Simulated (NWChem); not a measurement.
Correlation energy of Ge

```
Ge
```
Charge 0, spin multiplicity 3.

Everything below was run with NWChem.

Basis set: def2-TZVP. Each correlation energy counts from its own Hartree-Fock reference.

The Hamiltonian is non-relativistic. The correlated methods keep 9 core orbitals frozen. No SCF solution was tested for a lower state. Open-shell Hartree-Fock references start from PBE0 orbitals. Coupled-cluster values serve here as a point of comparison, not as the truth.

```csv
method,correlation energy (mHa)
CCSD(T) on UHF,(withheld)
SCS-UMP2,-168.4
CCSD[T] on UHF,(withheld)
CCSD on UHF,-188.8
CCSD[T] on ROHF,-199.9
CCSD on ROHF,(withheld)
UMP2,-182.1
CCSD(T) on ROHF,-199.2
```

**Question.** Complete the blanks.

**Answer.** 
- CCSD(T) on UHF, correlation energy (mHa): -195.2
- CCSD[T] on UHF, correlation energy (mHa): -195.9
- CCSD on ROHF, correlation energy (mHa): -192.5
